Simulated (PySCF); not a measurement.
# Rh⁺ (rhodium, charge +1) across methods

[Kr] 4d7 5p1, one real determinant (an excited configuration). Calculation: PySCF 2.14, in aug-cc-pVDZ-PP with ECP28MDF (5s5p4d2f, 54 functions); scalar relativity through the core potential.

```
 method  E (hartree)  mean ε 4d α (eV)  mean ε 4d β (eV)  mean ε 5p α (eV)  Σ⟨r²⟩ (bohr²)   ⟨S²⟩
   BP86    -109.6721           -18.847           -17.036            -8.592          42.46  6.001
wB97M-V    -109.5113           -23.137           -21.218           -10.576          42.81  6.002
    PBE    -109.5927           -18.775           -16.853            -8.470          42.62  6.001
    UHF   -108.93337           -25.877           -23.142           -10.204          43.79  6.004
 r2SCAN    -109.6225           -19.205           -16.974            -8.588          42.37  6.002
r2SCAN0    -109.5944           -21.071           -18.753            -9.110          42.48  6.002
   PBE0    -109.5841           -20.740           -18.649            -9.022          42.66  6.001
 M06-2X    -109.4934           -22.703           -20.672            -9.635          42.75  6.004
```

Problem. Estimate the same row for LDA.

Solution. E (hartree) = -109.3425; mean ε 4d α (eV) = -18.915; mean ε 4d β (eV) = -16.852; mean ε 5p α (eV) = -8.585; Σ⟨r²⟩ (bohr²) = 42.53; ⟨S²⟩ = 6.000.

⟨L²⟩ = 13.77 against 20 for a pure G term, so this real determinant mixes terms. Energies and moments cover only the electrons outside the core potential.
